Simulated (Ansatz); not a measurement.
`C[Se][Al]([F])[F]`, charge 0, multiplicity 1.

Give a relaxed structure at PBE0-D4/def2-TZVP (the Gaussian-basis code of Ansatz). (An estimate is asked.)

Computed: 
Z-matrix (Å, degrees):
```
C
Se 1 1.970
H 1 1.087 2 107.6
H 1 1.087 2 107.8 3 -119.0
H 1 1.087 2 111.0 3 120.4
Al 2 2.275 1 97.6 3 -122.5
F 6 1.643 2 120.0 1 0.3
F 6 1.638 2 121.3 1 -179.8
```
Point group Cs.
